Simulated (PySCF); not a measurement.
## Static response to an electric field

Species: cyclo-(AsH)4.
Structure used (PBE0-D3(BJ)/def2-SVP), in Å, numbered top down from 1:
```xyz
8
As4H4 angstrom
As    -0.674   -1.447    0.710
As    -1.568    0.716   -0.086
As     0.696    1.376   -0.823
As     1.617   -0.696    0.161
H     -0.842   -2.064   -0.679
H     -1.350    1.358    1.284
H      0.497    0.695   -2.177
H      1.762   -0.023    1.526
```

Level: CAM-B3LYP/def2-SVPD (PySCF), static field, nuclei fixed, core orbitals frozen in the response. The polarisability tensor in these axes (au):

```
x   143.26  -2.41  -5.00
y    -2.41 135.44 -17.85
z    -5.00 -17.85 106.59
```

Give the principal values, the mean and the anisotropy Δα = √{½[(α1 − α2)² + (α2 − α3)² + (α1 − α3)²]}.

Principal values 97.39, 143.92 and 143.98 au; mean 128.43 au = 19.03 Å³ = 21.18 × 10⁻⁴⁰ C²·m²/J; Δα = 46.56 au (36 % of the mean).

What is the dipole moment?

0.01 D; point group D2d allows none, and the residue is numerical.

What molar refraction does this α imply?

Lorentz–Lorenz: R = (4π/3)N_A α = 2.5225 cm³/(mol·Å³) × 19.03 Å³ = 48.0 cm³/mol, in the limit of long wavelengths.

What depolarisation ratio follows for Rayleigh scattering of linearly polarised light, taking the static tensor?

ρ = 3Δα²/(45ᾱ² + 4Δα²) = 6503.5/(742241 + 8671.3) = 0.00866.

Sum over states: ᾱ = Σ f/ω², ω in Eh. What share falls to these 10 lowest TDDFT singlets (eV, f)? 3.62, 0.0000; 3.67, 0.0000; 3.86, 0.0000; 4.24, 0.0009; 5.20, 0.0513; 5.20, 0.0488; 5.26, 0.0297; 5.26, 0.0278; 5.79, 0.0607; 5.79, 0.0605.

They add up to 6.99 au, 5.4 % of the 128.43 au; the largest single term is 1.40 au, from the state at 5.20 eV. Terms in order: 0.00, 0.00, 0.00, 0.04, 1.40, 1.33, 0.79, 0.74, 1.34, 1.34 au. Higher excitations give the rest. The strengths listed sum to 0.280.

Find the Langevin capture rate constant for NH4+ (18.034 u) meeting this molecule (303.718 u), k = 2.342 × 10⁻⁹ cm³/s × √(α in Å³ / reduced mass in u).

The reduced mass is 17.02 u, so k = 2.48 × 10⁻⁹ cm³/s.

One conformer (not necessarily the lowest) at the PBE0-D3(BJ)/def2-SVP geometry, without solvent, vibrations or thermal averaging. The calculation is non-relativistic, for arsenic too.

The run behind these numbers computed excited states as well. Time: 39 s (grids of density and orbitals included); peak memory 0.93 GiB. Hardware: an Arm Neoverse V2 with one thread (shared host).
